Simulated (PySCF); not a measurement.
Trisilylarsane, `[SiH3][As]([SiH3])[SiH3]`. Method used: PBE0-D3(BJ)/def2-SVP geometry optimisation, gas phase in PySCF 2.14.0.

```
atom  x, y, z in Å
Si1   -0.6675    1.9236   -0.5788
As2    0.3397   -0.1024   -1.2674
Si3    2.0251   -0.0317    0.3889
Si4   -1.1039   -1.4698    0.0107
H5     0.2161    3.0530   -0.9979
H6    -0.8803    1.9951    0.9005
H7    -1.9877    2.0494   -1.2669
H8     3.0093    1.0279    0.0133
H9     2.7157   -1.3563    0.4168
H10    1.4885    0.2652    1.7538
H11   -0.5498   -2.8572    0.0208
H12   -2.4455   -1.4807   -0.6469
H13   -1.2574   -0.9968    1.4219
```

(1) Which two atoms are farthest apart?

(2) Work out the bond lengths Si1–H5, As2–Si3, As2–Si4, Si3–H8, Si3–H9, Si4–H11, Si4–H12, Si4–H13 in Å.

(3) How far apart are these pairs, which share no bond: As2···H13, H5···H10, H6···H11, H8···H9, H8···H10?

(4) What is the repulsion energy of the bare nuclei, Σ ZA·ZB/RAB?

(5) Write the matrix of distances between heavy atoms (Å, lower triangle).

## Answers

(1) H7···H9, H5···H11 and H8···H12, 6.046 Å down to 6.040 Å.

(2) For Si1–H5 the difference vector is (0.8836, 1.1294, -0.4191) Å, of length 1.4940 Å. Si1–H5 1.494; As2–Si3 2.364; As2–Si4 2.364; Si3–H8 1.494; Si3–H9 1.494; Si4–H11 1.494; Si4–H12 1.494; Si4–H13 1.496 Å.

(3) As2···H13 3.253 Å (2 bonds apart); H5···H10 4.119 Å (4 bonds apart); H6···H11 4.942 Å (4 bonds apart); H8···H9 2.436 Å (2 bonds apart); H8···H10 2.434 Å (2 bonds apart).

(4) 532.15 Eh over 78 pairs, with full nuclear charges and distances in bohr; the largest single term is 103.43 Eh (As2 with Si4, or a pair equal to it).

(5) 
```
Si1   0.000
As2   2.365  0.000
Si3   3.466  2.364  0.000
Si4   3.472  2.364  3.464  0.000
```

The point group is C3v within 0.08 Å; differences among equivalent distances and angles are scatter left by the optimiser. Stationary, but not proved a minimum.
